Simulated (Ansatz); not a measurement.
A run for Ansatz (a quantum-chemistry and plane-wave program): R-B3LYP/def2-TZVPP on CH4FInO (SMILES C[O][InH][F]). Elements past Kr take the def2 small-core potentials; no spin–orbit coupling.

Ansatz 0.2 input:
```yaml
crystal:
  periodic: [false, false, false]
  atoms:
    - {symbol: C, position_ang: [-1.29684468, -0.19035972, 0.08791520]}
    - {symbol: O, position_ang: [-0.32234519, 0.82861540, 0.27090570]}
    - {symbol: In, position_ang: [1.60379176, 0.52806704, -0.02555922]}
    - {symbol: F, position_ang: [1.79736173, -1.35361016, -0.58124769]}
    - {symbol: H, position_ang: [-1.83423028, -0.34882328, 1.02805880]}
    - {symbol: H, position_ang: [-0.86758533, -1.14485500, -0.22886019]}
    - {symbol: H, position_ang: [-2.01822911, 0.13173239, -0.66948912]}
    - {symbol: H, position_ang: [2.93808106, 1.54923334, 0.11827649]}
basis:
  gaussian:
    orbitals: def2-TZVPP
hamiltonian:
  xc: {name: B3LYP}
scf: {lower_state_search: off}
```

Program output:

```
WARN ansatz: RAYON_NUM_THREADS=1 ignored (pool sized by the plan → 1); use --threads N
Functional definition: B3LYP
these checks for a lower state are left out or cut short: stability, starts, cluster_reference, orbital_swaps, neighbouring_geometries, increment
integrals: 0.11 GiB planned
1188 factors; their error is unknown
mean field: 0.95 GiB planned
mean field evaluation 1: about -11034.7600 eV, gradient 7.5e1 eV
mean field evaluation 2: about -10956.3368 eV, gradient 1.9e2 eV
mean field evaluation 4: about -11044.6874 eV, gradient 1.8e1 eV
mean field evaluation 8: about -11045.1256 eV, gradient 7.1e-2 eV
mean field evaluation 16: about -11045.1634 eV, gradient 2.8e-5 eV
mean field -11045.16339000 eV, -405.9022679018 hartree, gradient 5.4e-6 eV, S^2 0.000000; 0 other end points of the search recorded, 0 dependent functions left out
reference -11045.16368494 eV, -405.9022787407 hartree; 24, 24 occupied and 175, 175 virtual orbitals, 1188 factors
Total energy: -11045.16368494 eV, -405.9022787407 hartree
Checks for a lower state left out: stability, starts, cluster_reference, orbital_swaps, neighbouring_geometries, increment
```

The run converged.

Cost: about 1.9 core-seconds (a rough figure).
